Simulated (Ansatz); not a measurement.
Harmonic frequencies (cm⁻¹) at PBE0-D4/def2-TZVP from Ansatz: 83, 172, 258, 258, 343, 521, 533, 583, 923, 1046, 1108, 1127, 1131, 1164, 1396, 1429, 1464, 1464, 1481, 1482, 1823, 3038, 3065, 3114, 3117, 3135, 3172.

Question: Which molecule is it?
A. `C/N=C(/C)Cl`
B. `C[SiH2][GeH2][OH]`
C. `BSCN`
D. `F[SiH]([SiH3])S`

Answer: A.
